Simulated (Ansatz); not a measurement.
Ansatz (a first-principles code) input (B3LYP-D3(BJ)/def2-TZVP):

Ansatz 0.2 input:
```yaml
crystal:
  periodic: [false, false, false]
  atoms:
    - {symbol: Sb, position_ang: [1.33754758, -0.01264550, 0.01946743]}
    - {symbol: Sb, position_ang: [-1.35362700, -0.02270514, 0.01664172]}
basis:
  gaussian:
    orbitals: def2-TZVP
hamiltonian:
  xc: b3lyp
  dispersion: d3bj
total_charge: 1
magnetization: {spin_polarized: true, initial_magnetization: 1}
relax: {f_tol: 0.002, max_steps: 150}
```

Output:

```
Functional definition: B3LYP
integrals: 0.03 GiB planned
872 factors; their error is unknown
mean field: 0.41 GiB planned
mean field evaluation 1: about -13070.7829 eV, gradient 1.4e1 eV
mean field evaluation 2: about -13070.8426 eV, gradient 1.6e1 eV
mean field evaluation 4: about -13071.6508 eV, gradient 3.1e-1 eV
mean field evaluation 8: about -13071.9429 eV, gradient 5.3e-3 eV
mean field evaluation 16: about -13071.9429 eV, gradient 8.8e-5 eV
mean field evaluation 32: about -13071.8594 eV, gradient 6.8e-1 eV
mean field -13071.94289712 eV, -480.3850409881 hartree, gradient 1.8e-6 eV, S^2 0.751377; 4 other end points of the search recorded, 0 dependent functions left out
the calculation of the forces begins
reference -13071.94308365 eV, -480.3850478428 hartree; 23, 22 occupied and 77, 78 virtual orbitals, 872 factors
relax step   1: F+E_penalty+E_count = -13072.06976667 eV  Δ(F+E_penalty+E_count) = +0.000e0 eV  max|allowed force component| = 1.147e0 eV/Å  Δτ_max = 0.0000 Å  (95 SCF iters, accepted)
these checks for a lower state are left out or cut short: starts, cluster_reference, orbital_swaps, neighbouring_geometries, increment
integrals: 0.03 GiB planned
872 factors; their error is unknown
mean field: 0.41 GiB planned
mean field -13071.96396012 eV, -480.3858150389 hartree, gradient 2.1e-5 eV, S^2 0.751437; 0 other end points of the search recorded, 0 dependent functions left out
the calculation of the forces begins
reference -13071.96414583 eV, -480.3858218639 hartree; 23, 22 occupied and 77, 78 virtual orbitals, 872 factors
relax step   2: F+E_penalty+E_count = -13072.09183761 eV  Δ(F+E_penalty+E_count) = -2.207e-2 eV  max|allowed force component| = 1.117e0 eV/Å  Δτ_max = 0.0839 Å  (46 SCF iters, accepted)
these checks for a lower state are left out or cut short: starts, cluster_reference, orbital_swaps, neighbouring_geometries, increment
integrals: 0.03 GiB planned
872 factors; their error is unknown
mean field: 0.41 GiB planned
mean field -13072.00078752 eV, -480.3871684211 hartree, gradient 2.0e-5 eV, S^2 0.751407; 0 other end points of the search recorded, 0 dependent functions left out
the calculation of the forces begins
reference -13072.00097363 eV, -480.3871752605 hartree; 23, 22 occupied and 77, 78 virtual orbitals, 872 factors
relax step   3: F+E_penalty+E_count = -13072.12821260 eV  Δ(F+E_penalty+E_count) = -3.637e-2 eV  max|allowed force component| = 1.747e-1 eV/Å  Δτ_max = 0.0414 Å  (46 SCF iters, accepted)
these checks for a lower state are left out or cut short: starts, cluster_reference, orbital_swaps, neighbouring_geometries, increment
integrals: 0.03 GiB planned
872 factors; their error is unknown
mean field: 0.41 GiB planned
mean field evaluation 64: about -13072.0018 eV, gradient 2.7e-4 eV
mean field -13072.00182807 eV, -480.3872066606 hartree, gradient 2.2e-5 eV, S^2 0.751411; 0 other end points of the search recorded, 0 dependent functions left out
the calculation of the forces begins
reference -13072.00201413 eV, -480.3872134981 hartree; 23, 22 occupied and 77, 78 virtual orbitals, 872 factors
relax step   4: F+E_penalty+E_count = -13072.12931921 eV  Δ(F+E_penalty+E_count) = -1.107e-3 eV  max|allowed force component| = 2.181e-2 eV/Å  Δτ_max = 0.0056 Å  (44 SCF iters, accepted)
these checks for a lower state are left out or cut short: starts, cluster_reference, orbital_swaps, neighbouring_geometries, increment
integrals: 0.03 GiB planned
872 factors; their error is unknown
mean field: 0.41 GiB planned
mean field -13072.00183580 eV, -480.3872069445 hartree, gradient 2.2e-5 eV, S^2 0.751411; 0 other end points of the search recorded, 0 dependent functions left out
the calculation of the forces begins
reference -13072.00202185 eV, -480.3872137817 hartree; 23, 22 occupied and 77, 78 virtual orbitals, 872 factors
relax step   5: F+E_penalty+E_count = -13072.12933622 eV  Δ(F+E_penalty+E_count) = -1.702e-5 eV  max|allowed force component| = 5.196e-4 eV/Å  Δτ_max = 0.0008 Å  (44 SCF iters, accepted)
integrals: 0.03 GiB planned
872 factors; their error is unknown
mean field: 0.41 GiB planned
mean field evaluation 96: about -13072.0018 eV, gradient 2.2e-3 eV
mean field -13072.00183580 eV, -480.3872069445 hartree, gradient 1.5e-5 eV, S^2 0.751411; 5 other end points of the search recorded, 0 dependent functions left out
the calculation of the forces begins
reference -13072.00202185 eV, -480.3872137817 hartree; 23, 22 occupied and 77, 78 virtual orbitals, 872 factors
Total energy: -13072.12952227 eV, -480.3918993358 hartree
Atom 0 at     1.288628    -0.012828     0.019416 Å, force     0.000520     0.000002     0.000001 eV/Å
Atom 1 at    -1.304707    -0.022522     0.016693 Å, force    -0.000520    -0.000002    -0.000001 eV/Å
Dipole moment:     0.000000     0.000000    -0.000000 e Å
```
